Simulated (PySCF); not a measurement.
Gas-phase reaction: GeCl₄ + 2 O = GeO₂ + 4 Cl

Method: PySCF energies plus ideal-gas RRHO corrections (1 bar). † marks an energy on the PBE0/def2-TZVP geometry and frequencies; other levels use their own. MP2 and CCSD(T) freeze the core. 6-31G* has spherical d functions here. Open shells (unrestricted): O (multiplicity 3, electronic degeneracy 9), Cl (multiplicity 2, electronic degeneracy 6); the rest are closed-shell singlets. Spin-orbit splitting is ignored; it lowers the true energy and changes the entropy of O, Cl. B3LYP is the form with VWN-RPA correlation. Ge: all electrons, no relativistic terms. GeO₂: computed as isolated molecules; such fragments, hydroxides, amides, oligomers or adducts are transient or little studied in the gas. MP2 isn't extrapolated to the basis-set limit; its ΔH°(298 K) is 374.6 kJ in def2-SVP and 393.3 kJ in def2-TZVPP. CCSD(T) isn't extrapolated to the basis-set limit; its ΔH°(298 K) is 409.3 kJ in def2-SVP and 419.5 kJ in def2-TZVPP. The harmonic model lacks anharmonicity and excited electronic states, which grow with temperature; levels with a mode under 35 cm⁻¹ are left out. Warning, large T1 diagnostic: GeO₂ (CCSD(T)/def2-SVP†, CCSD(T)/def2-TZVPP†).

```tsv
level	ΔE electronic, kJ	ΔH°(298 K), kJ	ΔS°(298 K), J/K	ΔG°(2000 K), kJ
B3LYP/6-31G*	379	381	245	-95
CCSD(T)/def2-SVP†	407	409	245	-66
CCSD(T)/def2-TZVPP†	417	420	245	-56
HF/def2-TZVP†	636	638	245	163
MP2/def2-SVP†	372	375	245	-101
MP2/def2-TZVPP†	391	393	245	-82
PBE0/def2-SVP†	472	475	245	-1
```
ΔH° is lowest at MP2/def2-SVP† and highest at HF/def2-TZVP†. No reference value is set beside these.
